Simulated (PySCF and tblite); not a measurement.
Values are calculated unless marked as measured or tabulated.
**Barrier and rate of a pyramidal inversion**

System: C₇H₉N, numbered as in [CH:1]#[C:2][C@H:3]1[CH:4]=[CH:5][CH2:6][NH:7][CH2:8]1.

Motion: pyramidal inversion at N7. Geometries: GFN2-xTB; energies: PBE0/pcSseg-1 + D3(BJ); zero-point and thermal terms from GFN2-xTB harmonic modes (soft modes blended into free rotors). Rates follow Eyring's equation with the number of equivalent paths and no tunnelling. Run with tblite and PySCF.

```json
{"point": "start", "symmetry": "C1", "E(GFN2) kcal/mol": "0.0", "E(DFT) kcal/mol": "0.0", "ZPE change kcal/mol": "0.00", "lowest mode cm⁻¹": "70", "dipole D": "0.79"}
{"point": "saddle", "symmetry": "C1", "E(GFN2) kcal/mol": "6.9", "E(DFT) kcal/mol": "4.9", "ZPE change kcal/mol": "-1.34", "lowest mode cm⁻¹": "642i", "dipole D": "1.01"}
{"point": "end", "symmetry": "C1", "E(GFN2) kcal/mol": "2.7", "E(DFT) kcal/mol": "2.0", "ZPE change kcal/mol": "-0.35", "lowest mode cm⁻¹": "72", "dipole D": "1.74"}
```

```json
{
  "Electronic barrier": "4.9 kcal/mol",
  "Barrier with zero-point energy": "3.6 kcal/mol",
  "ΔH‡ (298 K)": "3.6 kcal/mol",
  "ΔS‡ (298 K, symmetry apart)": "0.3 cal/(mol K)",
  "Paths": "1 equivalent path",
  "End point": "a different minimum",
  "Mean lifetime of the start against this motion at 298 K": "60 ps",
  "Cost": "81 s on 1 thread of AMD EPYC 7B13, shared host (rough), peak memory 0.86 GiB, launched as `OMP_NUM_THREADS=1 python ens_run.py task.json out`"
}
```

```json
{"T/K": "200", "ΔG‡ kcal/mol": "3.5", "k s⁻¹": "5.7×10⁸", "ΔG kcal/mol": "1.6", "k back s⁻¹": "3.4×10¹⁰"}
{"T/K": "250", "ΔG‡ kcal/mol": "3.5", "k s⁻¹": "4.4×10⁹", "ΔG kcal/mol": "1.6", "k back s⁻¹": "1.1×10¹¹"}
{"T/K": "298", "ΔG‡ kcal/mol": "3.5", "k s⁻¹": "1.7×10¹⁰", "ΔG kcal/mol": "1.6", "k back s⁻¹": "2.5×10¹¹"}
{"T/K": "350", "ΔG‡ kcal/mol": "3.5", "k s⁻¹": "4.8×10¹⁰", "ΔG kcal/mol": "1.6", "k back s⁻¹": "4.7×10¹¹"}
{"T/K": "400", "ΔG‡ kcal/mol": "3.5", "k s⁻¹": "1×10¹¹", "ΔG kcal/mol": "1.6", "k back s⁻¹": "7.5×10¹¹"}
{"T/K": "500", "ΔG‡ kcal/mol": "3.5", "k s⁻¹": "3×10¹¹", "ΔG kcal/mol": "1.6", "k back s⁻¹": "1.5×10¹²"}
```

ΔG and ΔG‡ leave out symmetry numbers and mirror images; rates count paths: 1 out, 1 back.
